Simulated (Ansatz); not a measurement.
Born–Oppenheimer molecular dynamics of H8OSi3 (12 atoms, charge 0, multiplicity 1). It starts at the highest image of a converged band. Of that band: A vibrational analysis at the climbing image gives one clearly imaginary mode, 342i cm⁻¹, and a faint second one (24i cm⁻¹) that may be numerical noise or a soft torsion: probably a first-order saddle point.

These are results of RKS PBE/6-31G* in Ansatz 0.2.0, not measurements.

```json
{
 "ensemble": "NVE (velocity Verlet)",
 "time step": "0.5 fs",
 "steps asked": "200",
 "starting velocities drawn for": "300 K",
 "seed": "8409"
}
```

First frame:

```xyz
12
Properties=species:S:1:pos:R:3
Si -0.435 0.223 0.474
Si 1.368 0.066 2.081
H 0.691 -0.496 3.303
H 2.687 -0.670 2.037
H 1.621 1.536 2.207
H 1.307 -0.073 0.395
H 0.060 1.053 -0.694
O -0.982 -1.200 -0.252
Si -1.884 -2.514 0.264
H -2.074 -2.498 1.755
H -3.228 -2.488 -0.399
H -1.173 -3.774 -0.123
```

Question: How far do the bonds stretch over the last three quarters of this one trajectory? (Pairs bonded in most of those frames.)

Answer: 
```csv
bond,mean (Å),spread (Å),shortest,longest
Si1–H7,1.548,0.039,1.48,1.61
Si1–O8,1.693,0.018,1.66,1.72
Si2–H3,1.497,0.005,1.49,1.50
Si2–H4,1.516,0.060,1.43,1.61
Si2–H5,1.495,0.022,1.46,1.53
Si2–H6,1.549,0.048,1.47,1.66
O8–Si9,1.676,0.009,1.66,1.69
Si9–H10,1.504,0.009,1.49,1.52
Si9–H11,1.504,0.051,1.43,1.58
Si9–H12,1.501,0.009,1.49,1.51
```

Mean temperature of the second half: 265 K. The conserved energy stayed within 0.12 meV per atom of its start (net change 0.086 meV per atom), so the integration is sound. A run of 0.1 ps of so small a system gives no equilibrium averages. The orbitals stay closed-shell, which can raise the energy where a bond breaks towards radicals; this wasn't checked here.

The run took 6 min on 2 threads of Arm Neoverse V2, on a shared host, peak memory 0.13 GiB.
